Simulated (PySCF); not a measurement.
SMILES N#CC1=C=CCCCCC1, C9H11N

Geometry:
```tsv
atom	x (Å)	y (Å)	z (Å)
N1	1.568	3.918	1.488
C2	1.252	3.003	0.848
C3	0.912	1.857	0.061
C4	-0.304	1.660	-0.412
C5	-1.386	1.051	-0.818
C6	-1.944	-0.082	0.012
C7	-1.078	-1.341	-0.139
C8	0.387	-1.222	0.310
C9	1.386	-0.539	-0.653
C10	1.968	0.788	-0.171
H11	-1.806	1.256	-1.810
H12	-2.979	-0.303	-0.291
H13	-1.975	0.213	1.072
H14	-1.556	-2.142	0.449
H15	-1.107	-1.683	-1.189
H16	0.742	-2.249	0.493
H17	0.421	-0.727	1.297
H18	2.238	-1.215	-0.830
H19	0.918	-0.393	-1.640
H20	2.495	0.642	0.788
H21	2.727	1.155	-0.882
```

Computed, not measured: PySCF, TDDFT CAM-B3LYP/aug-cc-pVDZ excited states, vertical, gas phase. Geometry: PBE0-D3(BJ)/def2-SVP.

(1) Give the one- and two-photon strengths of the lowest singlets.

Answers

(1) δ for parallel linear polarisation; σ at the peak of a Lorentzian of half width 0.1 eV, single beam; Ω is circular over linear.
```csv
state,E (eV),f,photon λ (nm),δ (au),σ (GM),Ω,main
S1,5.13,0.001,484,3.34,0.03,0.67,"HOMO−1→LUMO 0.64, HOMO→LUMO 0.24"
S2,5.41,0.031,458,3.03,0.03,1.48,"HOMO→LUMO 0.31, HOMO→LUMO+5 0.18"
S3,6.21,0.456,399,12.7,0.18,0.78,"HOMO→LUMO 0.34, HOMO→LUMO+5 0.18"
S4,6.64,0.080,373,89.8,1.45,0.66,"HOMO→LUMO+1 0.31, HOMO−1→LUMO+1 0.19"
S5,6.71,0.008,370,5.23,0.09,1.12,"HOMO−2→LUMO 0.48, HOMO−5→LUMO 0.14"
S6,6.79,0.089,365,11.5,0.19,1.31,"HOMO−1→LUMO+1 0.29, HOMO−1→LUMO+5 0.16"
```

Among these, the strongest one-photon state is S3, the strongest two-photon state S4, with a dipole change of 4.3 D (relaxed, norm of the difference vector).
